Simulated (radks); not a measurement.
All-electron atom: neutral phosphorus in [Ne] 3s2 3p3.

All-electron calculation, non-relativistic Kohn-Sham, r2SCAN, spin-polarised, spherical densities, point nucleus; open shells are filled with parallel spins first; meta-GGA in the generalised Kohn-Sham scheme. Program: a radial shooting solver on a logarithmic mesh with Libxc functionals.

Energy parts (hartree):
part                      energy
total                 -341.25005
kinetic                340.79777
electron-nucleus      -812.41121
Hartree                153.52924
exchange-correlation   -23.16585

Orbitals (lengths in bohr, moments of r in powers of bohr; r(max) is where P^2 peaks; r(90%) holds 90 % of the orbital's charge):
orbital  occ.  eigenvalue (hartree)   r(max)     <r>  r(90%)      <r^4>
1s up       1             -76.79410  0.06806  0.1040   0.186  0.0005480
1s down     1             -76.77856  0.06805  0.1040   0.186  0.0005475
2s up       1              -6.50558   0.4197  0.5194   0.815     0.1897
2s down     1              -6.49604   0.4201  0.5196   0.815     0.1886
2p up       3              -4.65265   0.3550  0.4849   0.809     0.1917
2p down     3              -4.63412   0.3557  0.4851   0.809     0.1894
3s up       1              -0.57372    1.588   1.910    2.90      30.25
3s down     1              -0.43928    1.576   1.929    2.95      32.87
3p up       3              -0.24606    1.829   2.308    3.61      74.05
3p down     0              -0.11988    1.845   2.374    3.75      86.77

The highest occupied level is 3p up at -6.696 eV. The density falls to 0.001 e/bohr^3 at r = 4.21 bohr. The electron density at the nucleus is 2188 e/bohr^3. Summed over all electrons, <r^2> = 30.00 bohr^2, which gives a Langevin (diamagnetic) susceptibility term of -23.8 x 10^-6 cm^3/mol.
